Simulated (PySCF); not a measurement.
CH5FN2Si2, SMILES N1[SiH2]N[Si@@H](C=1)F. Atoms are numbered in the order given.

```xyz
11

F     -2.0391     1.2193    -0.3141
Si    -1.0296    -0.0464    -0.6100
C     -0.5612    -0.9404     1.0258
N      0.6732    -0.8968     1.3970
Si     1.7357    -0.0196     0.2562
N      0.5884     0.4381    -1.0009
H     -1.7264    -0.8307    -1.6808
H     -1.2989    -1.4678     1.6789
H      2.3726     1.1388     0.9687
H      2.8125    -0.9411    -0.2403
H      0.8432     0.9048    -1.8734
```

Coordinates come from a PBE-D3(BJ)/def2-SVP optimisation. The structure was generated by enumeration; whether it is a known compound was not checked.

These are PBE/pcSseg-1 in PySCF values and carry that method's errors.

GIAO shieldings, no solvent; atoms listed in one row are averaged. δ = σ(ref) − σ: ¹⁹F against CFCl3 (σ = 133.6 ppm); ²⁹Si against TMS (σ = 335.4 ppm); ¹³C against TMS (σ = 182.0 ppm); ¹⁵N against NH3 (σ = 267.0 ppm); ¹H against TMS (σ = 31.49 ppm), references at their B3LYP-D3(BJ)/def2-TZVP geometries, non-relativistic.

Computed chemical shifts:
```json
[
 {"nucleus": "¹⁹F", "atoms": "F1", "count": "1", "δ (ppm)": "-173.2"},
 {"nucleus": "²⁹Si", "atoms": "Si5", "count": "1", "δ (ppm)": "-12.4"},
 {"nucleus": "²⁹Si", "atoms": "Si2", "count": "1", "δ (ppm)": "-29.7"},
 {"nucleus": "¹³C", "atoms": "C3", "count": "1", "δ (ppm)": "208.8"},
 {"nucleus": "¹⁵N", "atoms": "N4", "count": "1", "δ (ppm)": "486.0"},
 {"nucleus": "¹⁵N", "atoms": "N6", "count": "1", "δ (ppm)": "51.8"},
 {"nucleus": "¹H", "atoms": "H8", "count": "1", "δ (ppm)": "10.53"},
 {"nucleus": "¹H", "atoms": "H9", "count": "1", "δ (ppm)": "6.19"},
 {"nucleus": "¹H", "atoms": "H10", "count": "1", "δ (ppm)": "6.09"},
 {"nucleus": "¹H", "atoms": "H7", "count": "1", "δ (ppm)": "5.90"},
 {"nucleus": "¹H", "atoms": "H11", "count": "1", "δ (ppm)": "2.11"}
]
```
